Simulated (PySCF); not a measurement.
Structure problem from calculated spectra and properties.

Elements present: C, H, O and P. Monoisotopic mass: 132.0704 u.

| Property | Result |
| --- | --- |
| Rotational structure | rotational constants A, B, C: 1.937, 1.413, 1.109 GHz [PBE0-D3(BJ)/def2-SVP] |
| NMR, other nuclei | isotropic shieldings of nuclei other than C and H, by class: 271 (1 O), 381 (1 P) ppm [GIAO PBE0/pcSseg-1] |
| Dipole | 4.69 D [B3LYP/def2-SVPD] |
| UV, strongest line | among the 10 lowest singlet transitions: S8 at 7.21 eV (172 nm, f = 0.026) [TDDFT B3LYP/def2-SVPD] |
| Polarisability | 98.2 au [B3LYP/def2-SVPD] |
| Triplet | lowest triplet excitation (Tamm–Dancoff): 5.56 eV [TDA B3LYP/def2-SVPD] |
| 13C NMR | chemical shifts (computed TMS as zero) by class: 31.1 (1 C), 23.1 (1 C), 20.9 (1 C), 16.8 (1 C), 10.5 (1 C), 6.0 (1 C) ppm [GIAO PBE0/pcSseg-1] |

Gas-phase values; electronic properties from PySCF, density fitting. Levels stand in brackets. NMR shifts are as computed; neighbouring signals can stand in another order in a measured spectrum. Isolated species at its PBE0-D3(BJ)/def2-SVP geometry (one conformer only). Each NMR value is the plain mean over a class of atoms that symmetry, rotation or inversion makes alike.

Q: Which formula fits the mass and the elements?

A: C6H13OP (calculated 132.0704). No other formula that holds each of these elements comes within 0.0003 u with a fitting electron parity and a possible valence count.

Q: What is the compound? Reason from the data.

A: Numbering: `[CH3:1][CH2:2][C@@H:3]1[C@H:4]([CH3:5])[P@@:6]1([CH3:7])=[O:8]`. 6 carbons fall into 6 classes; from least to most shielded: ring sp3 carbon bound to phosphorus [C3] (31.1 ppm), ring sp3 carbon bound to phosphorus [C4] (23.1 ppm), chain CH2 carbon [C2] (20.9 ppm), methyl carbon [C1] (16.8 ppm), methyl carbon [C5] (10.5 ppm), chain sp3 carbon bound to phosphorus [C7] (6.0 ppm). The other shieldings belong to: 271 ppm, phosphoryl oxygen [O8]; 381 ppm, phosphoryl phosphorus [P6]. The optimised geometry has point group C1 and is an asymmetric top. Structure: `CC[C@@H]1[C@H](C)[P@@]1(C)=O`. Computed isomers that give other values at the same levels: `C=C[P@@](C)(=O)C(C)C` (rotational constant A: 2.240 GHz; this holds for the one conformer computed); `CC(C)[P@@]1(=O)C[C@H]1C` (13C chemical shifts (computed TMS as zero) by class: 30.0 (1 C), 19.2 (1 C), 18.9 (1 C), 18.2 (1 C), 18.2 (1 C), 16.3 (1 C) ppm); `C[C@@H]1CC[C@@H](C)[PH]1=O` (rotational constant A: 2.408 GHz; this holds for the one conformer computed). The assignments are read from this structure; whether some other isomer fits the data as well wasn't checked. The mirror image fits equally.

Conformer computed: `[CH3:1][CH2:2][C@@H:3]1[C@H:4]([CH3:5])[P@@:6]1([CH3:7])=[O:8]`: C1–C2–C3–C4 162°.
